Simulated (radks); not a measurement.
Species: Ge I. Configuration: [Ar] 3d6 4s2 4p6 (not the ground configuration). Method: scalar-relativistic Kohn-Sham, PBEsol, spin-polarised, spherical densities, finite nucleus; open shells are filled with parallel spins first; Fermi nuclear charge, rms radius 4.0742 fm; computed with a radial shooting solver on a logarithmic mesh with Libxc functionals.

Normalised radial functions P(r) = r R(r), r in bohr:

r	3d down	4s down
0.003487	0.0000	0.0536
0.004577	0.0001	0.0673
0.00596	0.0001	0.0830
0.007823	0.0002	0.1013
0.01019	0.0005	0.1204
0.01326	0.0011	0.1391
0.01741	0.0023	0.1547
0.02267	0.0047	0.1614
0.02976	0.0099	0.1525
0.03875	0.0198	0.1207
0.05086	0.0396	0.0572
0.06623	0.0751	-0.0348
0.08624	0.1373	-0.1443
0.1132	0.2433	-0.2424
0.1474	0.3995	-0.2734
0.1935	0.6180	-0.1883
0.2519	0.8658	0.0163
0.3307	1.1035	0.2779
0.4306	1.2417	0.4329
0.5606	1.2211	0.3485
0.7359	1.0224	-0.0077
0.9582	0.7211	-0.4609
1.258	0.4096	-0.7981
1.638	0.1865	-0.8474
2.15	0.0610	-0.6431
2.799	0.0143	-0.3645
3.645	0.0021	-0.1509
4.784	0.0002	-0.0419
6.23	0.0000	-0.0078

3d down: eigenvalue -68.010 eV, 0 radial nodes, <r> = 0.635 bohr, 90 % of the charge inside 1.03 bohr. 4s down: eigenvalue -19.882 eV, 3 radial nodes at r = 0.0604, 0.248, 0.732 bohr, <r> = 1.74 bohr, 90 % of the charge inside 2.58 bohr.
